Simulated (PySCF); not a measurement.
## IrN2, quartet: computed properties

These are results of UPBE0/[Ir def2-TZVP with ECP60, N def2-TZVP], scalar-relativistic core potentials, density fitting, no spin–orbit coupling, PySCF, not measurements.

The structure is a minimum.

Coordinates in bohr (charge 0 multiplicity 4):
```
Ir    0.6213    0.0000    0.0000
N    -3.2394    0.0000    0.0000
N    -5.3221    0.0000    0.0000
```

```
Point group                                                                   : C∞v
Bond lengths                                                                  : Ir–N 2.043 Å, N–N 1.102 Å
Bond angles                                                                   : Ir–N–N 180.0°
Highest occupied level (α)                                                    : -5.43 eV
Heat capacity Cp at 298.15 K                                                  : 52.7 J/(mol K)
Zero-point energy                                                             : 16.6 kJ/mol
Principal polarisabilities                                                    : 47.9, 47.9, 80.6 bohr³
Enthalpy at 298.15 K above 0 K                                                : 13.85 kJ/mol
Dipole moment                                                                 : 1.00 D
Atomisation energy without zero-point energy                                  : 986 kJ/mol
Rotational symmetry number                                                    : 1
Rotational constants                                                          : 0.0974 cm⁻¹
Entropy at 298.15 K and 1 bar (electronic part: spin only)                    : 297.7 J/(mol K)
Spin squared ⟨S²⟩                                                             : 3.771
Principal quadrupole moments (Buckingham, traceless) about the centre of mass : -5.59, 2.80, 2.80 D Å
Lowest empty level (β)                                                        : -3.50 eV
```

Harmonic modes (masses in u: Ir 192.963, N 14.003):
| symmetry | ω (cm⁻¹) | IR (km/mol, summed over degenerate members) | μ (u) |
| --- | --- | --- | --- |
| π | 85 | 18.5 | 14.08 |
| σ+ | 282 | 0.5 | 15.87 |
| σ+ | 2323 | 225 | 14.00 |

In C∞v the vibrations span π + 2σ+.

Charges (e):
```
atom  Mulliken  Löwdin  polar tensor  spin (Mulliken)  Mayer order to Ir1
 Ir1      0.08    0.01         -0.16             3.06                   –
  N2     -0.01   -0.05          0.66             0.04                0.54
  N3     -0.07    0.03         -0.51            -0.09                0.23
```
Other Mayer orders above 0.3: N–N 2.58.

Mulliken populations on Ir1 (electrons outside its core potential): s 3.04, p 6.16, d 7.71, f 0.01.

Outer orbital energies (eV). α occupied: -13.70, -13.26, -8.79, -8.12, -7.96, -7.95, -7.95, -5.43; empty: -1.46, -1.46, 0.26, 0.26. β occupied: -17.35, -13.70, -13.70, -13.18, -6.87, -6.87, -6.82; empty: -3.50, -2.80, -1.26, -1.10.

This need not be the most stable arrangement of these atoms. Open d and f shells are described by one determinant, and the ground state may have another occupation or spin. Spin–orbit coupling, left out here, can matter for elements this heavy.

The final relaxation and frequency run took 24 s on 4 threads of a shared Arm Neoverse V1 host, with 102 basis functions and 9 gradients; the process peaked at 1 GiB.
